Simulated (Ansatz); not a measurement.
A run for Ansatz (a program for electronic structure): R-B3LYP/def2-TZVPPD on AsBrH4 (a complex), monomers drawn apart or pushed together. Files ending in .json are basis or fitting sets from the Basis Set Exchange.

Ansatz 0.2 input:
```yaml
crystal:
  periodic: [false, false, false]
  atoms:
    - {symbol: As, position_ang: [-0.24589795, -0.19971429, 0.14388447]}
    - {symbol: H, position_ang: [-0.93105301, 0.73324079, -0.84218941]}
    - {symbol: H, position_ang: [-0.41634523, -1.41915382, -0.74823450]}
    - {symbol: H, position_ang: [1.14502960, 0.10943673, -0.38686969]}
    - {symbol: Br, position_ang: [-1.34195539, -0.25056277, 5.09210493]}
    - {symbol: H, position_ang: [-1.03095420, -0.23581475, 3.68679977]}
basis:
  gaussian:
    orbitals: def2-TZVPPD.json
hamiltonian:
  xc: {name: B3LYP}
scf: {lower_state_search: off}
```

The head of its log:

```
WARN ansatz: RAYON_NUM_THREADS=1 ignored (pool sized by the plan → 1); use --threads N
Functional definition: B3LYP
these checks for a lower state are left out or cut short: stability, starts, cluster_reference, orbital_swaps, neighbouring_geometries, increment
integrals: 0.09 GiB planned
1124 factors; their error is unknown
mean field: 0.84 GiB planned
mean field evaluation 1: about -130954.0090 eV, gradient 1.5e1 eV
mean field evaluation 2: about -130954.3027 eV, gradient 9.3e0 eV
```

### Question
What total energy does the run end on?

### Answer
-4812.5034 hartree.
